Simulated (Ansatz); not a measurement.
Tuning the range parameter of LC-ωPBE so that −HOMO meets the ionisation energy; basis def2-TZVP, Ansatz. System: WNF3. Total charge 0; singlet. Geometry: PBE0-D4/def2-SVP. The ionised state is a doublet.

Geometry of the singlet:

Cartesian coordinates in Å:
```
W 0.057 -0.033 0.001
N -1.377 0.784 -0.015
F 1.019 0.792 1.361
F 0.740 0.244 -1.706
F -0.439 -1.788 0.359
```

In the def2 sets W takes a core potential; there is no spin–orbit coupling. The restricted singlet is unstable towards broken spin symmetry in Hartree–Fock (as tested in another run); at LC-ωPBE (ω = 0.10 bohr⁻¹)/def2-TZVP, LC-ωPBE (ω = 0.15 bohr⁻¹)/def2-TZVP, LC-ωPBE (ω = 0.20 bohr⁻¹)/def2-TZVP, LC-ωPBE (ω = 0.30 bohr⁻¹)/def2-TZVP this wasn't settled.

```csv
ω (1/bohr),HOMO (eV),LUMO (eV),vertical IE (eV),HOMO + IE (eV)
0.1,-9.35,-2.01,11.56,2.21
0.15,-9.99,-1.44,11.60,1.60
0.2,-10.56,-0.99,11.64,1.08
0.3,-11.49,-0.41,11.74,0.25
```

Q: Where does the tuning condition hold?

A: Not within the range that was run.
